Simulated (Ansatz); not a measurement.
A calculation with Ansatz (development build ahead of 0.2.0).

```yaml
crystal:
  periodic: [false, false, false]
  atoms:
    - { symbol: H, position_ang: [1.0, 0.0, 0.0] }
    - { symbol: H, position_ang: [0.5, 0.89201, 0.0] }
    - { symbol: H, position_ang: [-0.5, 0.89201, 0.0] }
    - { symbol: H, position_ang: [-1.0, 0.0, 0.0] }
    - { symbol: H, position_ang: [-0.5, -0.89201, 0.0] }
    - { symbol: H, position_ang: [0.5, -0.89201, 0.0] }
basis:
  gaussian: { orbitals: def2-SVPD }
hamiltonian:
  xc: hf
```

The input is written out in the form of the current development build from the run's settings.

Results

```json
{"Converged": "yes", "Total energy": "-3.24881 hartree", "Spin squared of the determinant": "0.000"}
```

Caution: stretched shape with no unrestricted run beside it, a lower state can exist.
